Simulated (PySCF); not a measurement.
A geometry optimisation on [WO3S]2-, `[O]=[W-2](=[O])(=[O])=[S]`.

Method: PBE0-D3(BJ)/def2-SVP geometry optimisation, gas phase, def2 core potentials past Kr (PySCF 2.14.0). Start geometry: GFN2-xTB. The input is one job of a driver script: a line of settings, then coordinates in Å.

Input:
```
{"job": {"xc": "PBE0", "basis": "def2-SVP", "d3": "d3bj", "grid": 1, "maxiter": 40, "kind": "geom"}, "charge": -2, "multiplicity": 1}
W      0.072990     0.124180     0.052490
O      0.044460     0.037330     1.813590
O      1.716170     0.063350    -0.584820
O     -0.817560     1.520970    -0.552580
S     -1.016050    -1.745830    -0.728690
```

Output:
```
step   0  E = -690.44213147  max force = 0.030891
step   1  E = -690.44526474  max force = 0.011239
step   2  E = -690.44553492  max force = 0.003201
step   3  E = -690.44558705  max force = 0.000908
step   4  E = -690.44559466  max force = 0.000415
step   5  E = -690.44550371  max force = 0.005780
step   6  E = -690.44556560  max force = 0.003534
step   7  E = -690.44559885  max force = 0.000452
step   8  E = -690.44560027  max force = 0.000299
optimisation converged
```

Energies in Eh; «max force» is the largest Cartesian gradient component in Eh/bohr.

**Question.** At which steps does the energy rise by more than 1e-5 Eh?

**Answer.** At step 5 (+0.09 mEh).

In short: final energy -690.44560 Eh after 8 steps.

**Question.** Give the final coordinates.

**Answer.** 0.057 Å rms from the input after alignment:
```
atom  x, y, z in Å
W1     0.0358    0.0688    0.0405
O2    -0.0608   -0.1332    1.7964
O3     1.7379    0.2599   -0.4082
O4    -0.8278    1.5490   -0.4023
S5    -0.8851   -1.7444   -1.0265
```

The ion is multiply charged and computed in the gas phase, without counter-ions or solvent; whether it holds all its electrons wasn't checked.

**Question.** Estimate the wall time. Hardware: one thread, Arm Neoverse V1, shared host.

**Answer.** About 41 s.
Labels such as C1 count atoms from 1, the log's own numbers from 0.
